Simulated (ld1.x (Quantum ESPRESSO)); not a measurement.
Sm: variants of one TM potential

Base potential:

| Item | Value |
| --- | --- |
| Element | samarium (Sm) |
| Generator | ld1.x (Quantum ESPRESSO) 7.5 |
| Type | norm-conserving Troullier–Martins (Kleinman–Bylander form) |
| Functional | PBE |
| Relativity | fully relativistic |
| Frozen core | [Kr] 4d10 4f6 |
| Valence charge | 10 |
| Reference configuration | 5s2 5p6 5d0 6s2 6p0 |
| Partial waves | 5p (bound): rc 2.20 bohr; 5d (bound, empty): rc 2.95 bohr; 5s (bound): rc 2.30 bohr |
| Local potential | the s channel |
| Core correction | none |

Open shells are filled in proportion to 2j + 1 (rel_dist='average').

Occupied shells without a wave of their own: 6s. They enter only through the test configuration that unscreens the potential.

Cutoffs, loose and tight: the cutoffs (Ry, on a coarse ladder) from which the occupation-weighted sum of valence levels, in a spherical-Bessel basis at the reference potential, stays within 10 and 1 mRy of its value at 400 Ry. They do not see the model core or the augmentation charge, which bear on the density cutoff. Test errors are all-electron minus pseudo excitation energies from the reference, over the configurations 5s2 5p6 5d0 6s1 6p0; 5s2 5p6 5d0 6s0 6p0; 5s2 5p6 5d0 6s1.5 6p0; 5s2 5p6 5d1 6s0 6p0; 5s2 5p6 5d0 6s1 6p1; 5s1 5p6 5d0 6s2 6p0; 5s2 5p6 5d0.5 6s1.5 6p0. A dash means not determined; rows that change the core or the reference have their own tests. The largest error is taken over the tests solved by every variant that gives reliable tests at all: 5s1 5p6 5d0 6s2 6p0; 5s2 5p6 5d0 6s0 6p0; 5s2 5p6 5d0 6s1 6p0; 5s2 5p6 5d0 6s1.5 6p0; 5s2 5p6 5d0.5 6s1.5 6p0; 5s2 5p6 5d1 6s0 6p0.

Cutoffs are not given where the Bessel-basis levels miss the radial ones by over 6 mRy, ghosts where they miss by over 20 mRy; a channel whose overlap is not positive is not tested.

```csv
change,outcome,"cutoff, loose","cutoff, tight",bound ghosts,largest test error (meV)
base,"generated, misses its reference levels by 0.89 eV",25 Ry,40 Ry,none,-3454
"all radii scaled by about 0.75 (s 1.72, p 1.64, d 2.20 bohr)",generated,–,–,not determined,-503
"all radii scaled by about 0.82 (s 1.90, p 1.80, d 2.42 bohr)","generated, misses its reference levels by 0.27 eV",–,–,none,-1056
"all radii scaled by about 1.06 (s 2.42, p 2.32, d 3.12 bohr)","generated, misses its reference levels by 1.10 eV",–,–,none,-4339
"all radii scaled by about 1.16 (s 2.68, p 2.56, d 3.42 bohr)","generated, misses its reference levels by 1.61 eV",–,–,not determined,-5704
"all radii scaled by about 1.23 (s 2.84, p 2.72, d 3.64 bohr)","generated, misses its reference levels by 2.09 eV",–,–,not determined,-6221
"all radii scaled by about 1.29 (s 2.98, p 2.84, d 3.82 bohr)","generated, misses its reference levels by 2.50 eV",–,–,not determined,-6657
"all radii scaled by about 1.40 (s 3.22, p 3.08, d 4.14 bohr)","generated, misses its reference levels by 2.97 eV",–,–,not determined,-7086
```

(1) What comes out with this change to the base: all radii scaled by about 0.90 (s 2.06, p 1.98, d 2.66 bohr)?

## Answers

(1) outcome: generated, misses its reference levels by 0.46 eV; bound ghosts: none; largest test error (meV): -1816.
